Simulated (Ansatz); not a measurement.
Species: C$_{2}$H$_{3}$ClF$_{2}$, charge 0, singlet. C2H3ClF2 (2-chloro-1,1-difluoroethane, SMILES FC(F)CCl).
B3LYP-D3(BJ)/def2-TZVP minimum from Ansatz (a program for electronic structure):
```xyz
8

F      1.3417    -0.7901     0.5373
C      0.8696     0.2783    -0.1600
F      1.6213     1.3658     0.1986
C     -0.5684     0.5640     0.2077
Cl    -1.6439    -0.7319    -0.3957
H      1.0205     0.0884    -1.2240
H     -0.6665     0.6192     1.2892
H     -0.8815     1.5000    -0.2473
```
Charge 0, spin multiplicity 1.

Total energies in cc-pV(D+d)Z, 32 correlated electrons, 9 frozen orbitals. Radicals and triplets start from unrestricted determinants; spin-orbit coupling is neglected. Cores are frozen in correlated methods. No relativity.

```tsv
method	program	energy (Eh)	minus CCSDT(Q) (mEh)
HF	Ansatz	-735.87807	843.32
MP2	Ansatz	-736.66144	59.95
CCSD	Ansatz	-736.69975	21.64
CCSD(T)	Ansatz	-736.71881	2.58
CCSDT(Q)	Ansatz	-736.72139	0.00
```

Rough core times of Ansatz's runs on a shared machine: CCSD(T) under 20 s, CCSDT(Q) 2 h.
